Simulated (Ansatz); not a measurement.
`[CH3][GeH]([OH])[F]` + `[SiH3]S` → `[OH][GeH]([F])[S][SiH3]` + CH₄  (ligand exchange at a Ge–C bond)

Gas-phase electronic energies from Ansatz, PBE0-D4/def2-TZVP geometries. CBS: MP2 limit from def2 TZ/QZ plus the TZ coupled-cluster correction, frozen cores. This one scheme is used for every species. Functionals use def2-TZVPP. B3LYP here is the variant with VWN-RPA as its local correlation; programs differ in this. For Ge outer-core shells are correlated without core-valence functions, which leaves a few kJ/mol of doubt a bond. Scalar relativity is left out up to krypton. One conformer a species, not always the lowest.

| level | ΔE (kcal/mol) | difference from CCSD(T)/CBS |
| --- | --- | --- |
| PBE-D4 | -16.1 | -1.3 |
| r2SCAN-D4 | -16.3 | -1.5 |
| PBE0-D4 | -15.9 | -1.1 |
| B3LYP-D4 | -16.1 | -1.3 |
| ωB97X-V | -15.0 | -0.2 |
| ωB97M-V | -15.3 | -0.5 |
| B2PLYP | -14.7 | 0.1 |
| PBE | -14.8 | 0.0 |
| r2SCAN | -16.0 | -1.2 |
| PBE0 | -14.7 | 0.1 |
| B3LYP | -13.9 | 0.9 |
| HF/def2-TZVPP | -13.9 | 0.9 |
| MP2/def2-TZVPP | -15.6 | -0.8 |
| SCS-MP2/def2-TZVPP | -14.8 | 0.0 |
| CCSD/def2-TZVPP | -13.8 | 1.0 |
| CCSD(T)/def2-TZVPP | -14.5 | 0.3 |
| HF/def2-QZVPP | -13.8 | 1.0 |
| MP2/def2-QZVPP | -15.7 | -0.9 |
| SCS-MP2/def2-QZVPP | -14.9 | -0.1 |
| HF/CBS(def2) | -13.7 | 1.1 |
| MP2/CBS(def2) | -15.8 | -1.0 |
| CCSD/CBS(def2) | -14.1 | 0.7 |
| CCSD(T)/CBS | -14.8 | 0 |

Largest T1 diagnostic among the species: 0.012.

The D4 term adds −2.2 kcal/mol with B3LYP and −1.2 kcal/mol with PBE0; it sums over pairs of atoms, weighted by their polarisabilities, and B3LYP, whose exchange is more repulsive, gets the larger term.
